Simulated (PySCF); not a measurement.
Computed shifts of a molecule C₃H₁₀Si, PBE0/pcSseg-1 (PySCF), GIAO, gas phase, atoms alike by connectivity averaged where their shifts nearly agree, in ppm (number of nuclei): ²⁹Si: -16.1 (1). ¹³C: -0.2 (3). ¹H: 4.54 (1), 0.38 (9). References: ²⁹Si against TMS (σ = 352.7 ppm); ¹³C against TMS (σ = 186.3 ppm); ¹H against TMS (σ = 31.56 ppm), references at their B3LYP-D3(BJ)/def2-TZVP geometries, non-relativistic. Geometry: PBE0-D3(BJ)/def2-SVP. The values are those of a single conformer.

Task: Identify the compound among the candidates.
A. CCC[SiH3]
B. C[SiH](C)C
C. CC[SiH2]C
D. CC(C)[SiH3]

Result: B, C[SiH](C)C
